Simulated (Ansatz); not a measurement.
Al(F)(Br)(Me) (CH3AlBrF), SMILES [CH3][Al]([Br])[F].

Geometry: B3LYP-D3(BJ)/def2-SVP. The structure was generated by enumeration; whether it is a known compound was not checked.

Two levels are set side by side: PBE/def2-SVPD (Ansatz, an electronic-structure program) and CAM-B3LYP/def2-SVPD (Ansatz). Energy differences of separate SCF runs at the same geometry; the states with an electron removed or added have multiplicity 2 and 2. Differences are taken from unrounded values.

```tsv
quantity	PBE
vertical ionisation energy (eV)	10.52
vertical singlet–triplet gap (eV)	5.74
```

Question: These are the PBE values. What does CAM-B3LYP give? (Estimate from the structure and the level; the computed values follow.)

Answer: 
```tsv
quantity	CAM-B3LYP	PBE minus CAM-B3LYP
vertical ionisation energy (eV)	11.08	-0.55
vertical singlet–triplet gap (eV)	6.48	-0.74
```
